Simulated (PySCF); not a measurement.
Run record for `C=C[C@@H](F)C(=O)NC`: PW91/def2-SVPD, energy threshold 1e-07 Eh, full TDDFT, 12 singlets.

Method: TDDFT PW91/def2-SVPD, vertical, gas phase, core orbitals frozen in the response (PySCF 2.14.0, density-fitted response routines). Geometry: GFN2-xTB. The command runs a driver script over a list of jobs; the input below is this job's line of settings and its coordinates in Å.

Command:
```bash
OMP_NUM_THREADS=1 python probes_run.py task.json out
```

Input:
```
{"job": {"kind": "uv", "xc": "PW91", "basis": "def2-SVPD", "nstates": 12, "ntriplets": 5, "tda": false, "scf": {"conv": 1e-07}}, "charge": 0, "multiplicity": 1}
C     -2.522586     0.654808    -0.790089
C     -1.935716     0.032997     0.214741
C     -0.867317    -1.006576     0.057477
F     -0.695653    -1.360244    -1.267388
C      0.447314    -0.453845     0.640997
O      0.624805    -0.398174     1.837810
N      1.316077    -0.021518    -0.285059
C      2.605060     0.527553     0.055594
H     -2.283078     0.425683    -1.815036
H     -3.277566     1.403158    -0.626670
H     -2.166460     0.252644     1.246680
H     -1.130970    -1.922302     0.601158
H      1.089980    -0.124447    -1.262230
H      3.407096    -0.081320    -0.365517
H      2.685301     0.531809     1.141334
H      2.696116     1.548719    -0.318069
```

Q: Predict the output.

A: 
```
final grid: 132824 points
cycle   1  E = -424.5107731730  dE =  9.799e-01  |g| = 1.006e+00  |ddm| = 6.660e+00
cycle   2  E = -422.7160587994  dE =  1.795e+00  |g| = 2.896e+00  |ddm| = 1.171e+01
cycle   3  E = -424.6464719137  dE = -1.930e+00  |g| = 5.601e-01  |ddm| = 1.112e+01
cycle   4  E = -424.7076765468  dE = -6.120e-02  |g| = 2.511e-01  |ddm| = 1.389e+00
cycle   5  E = -424.7175227344  dE = -9.846e-03  |g| = 1.151e-01  |ddm| = 4.078e-01
cycle   6  E = -424.7205775975  dE = -3.055e-03  |g| = 3.159e-02  |ddm| = 2.250e-01
cycle   7  E = -424.7207975592  dE = -2.200e-04  |g| = 1.421e-02  |ddm| = 6.199e-02
cycle   8  E = -424.7208488545  dE = -5.130e-05  |g| = 2.652e-03  |ddm| = 2.488e-02
cycle   9  E = -424.7208502441  dE = -1.390e-06  |g| = 1.043e-03  |ddm| = 6.303e-03
cycle  10  E = -424.7208504190  dE = -1.749e-07  |g| = 5.464e-04  |ddm| = 1.986e-03
cycle  11  E = -424.7208504687  dE = -4.976e-08  |g| = 1.666e-04  |ddm| = 9.485e-04
converged SCF energy = -424.7208504687

Static polarisability (au): isotropic 76.464, principal 61.423 77.274 90.693

Singlet excitations
state   eV       nm        f      main configurations
  1   4.8864    253.7   0.03660   H->L 0.95
  2   5.2545    236.0   0.00759   H-1->L 0.88
  3   5.6445    219.7   0.00467   H->L+1 0.92
  4   5.8126    213.3   0.00144   H->L+2 0.91
  5   6.0404    205.3   0.00102   H-1->L+1 0.65, H-1->L+2 0.34
  6   6.1819    200.6   0.00460   H->L+3 1.00
  7   6.3774    194.4   0.04608   H-2->L 0.40, H-2->L+1 0.34, H-2->L+2 0.13
  8   6.5595    189.0   0.00843   H-1->L+3 0.99
  9   6.6481    186.5   0.01412   H->L+4 0.95
 10   6.7024    185.0   0.03080   H-2->L+2 0.52, H-2->L+1 0.41
 11   6.8592    180.8   0.00174   H->L+5 0.93
 12   6.9790    177.7   0.04091   H-1->L+4 0.76

Triplet excitations (Tamm-Dancoff, eV): 4.3302 4.8115 4.9505 5.4601 5.6515
```

H and L stand for HOMO and LUMO; the number after each pair is its weight.

Q: Which computed singlet has the largest oscillator strength, and what do all of them sum to?

A: State 7 at 6.38 eV (194 nm), f = 0.046; the 12 states sum to 0.198.

Q: Give the mean polarisability as a volume in Å³, and the ratio of the largest to the smallest principal value.

A: 76.464 au × 0.148185 = 11.33 Å³; 90.693/61.423 = 1.48.

In short: SCF converged in 11 cycles with 230 basis and 806 fitting functions; HOMO -6.03 eV, LUMO -1.34 eV; lowest singlet 4.89 eV; lowest triplet 4.33 eV (Tamm–Dancoff); mean polarisability 76.5 au.

Time: 51 s; peak memory 0.74 GiB. Hardware: an Intel Xeon Platinum 8488C with one thread, shared host with 192 logical CPUs at a one-minute load of 53.

The values belong to the conformer `[CH2:1]=[CH:2][C@@H:3]([F:4])[C:5](=[O:6])[NH:7][CH3:8]`: C1–C2–C3–F4 -8°, C2–C3–C5–O6 76°, C3–C5–N7–C8 180°.
